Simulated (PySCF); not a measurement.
An element was calculated at PBE (PySCF 2.14, spin-free X2C, a quadruple-zeta basis, no spin-orbit coupling), in the ground configurations that NIST lists.

| Property | Result |
| --- | --- |
| first ionisation energy | 7.235 eV |
| second ionisation energy | 16.288 eV |
| third ionisation energy | 34.081 eV |

Q: Which element is it?

A: Manganese (Mn, Z = 25), in x2c-QZVPPall. NIST lists 7.434, 15.640, 33.668 ± 0.012 eV for these ionisation energies.
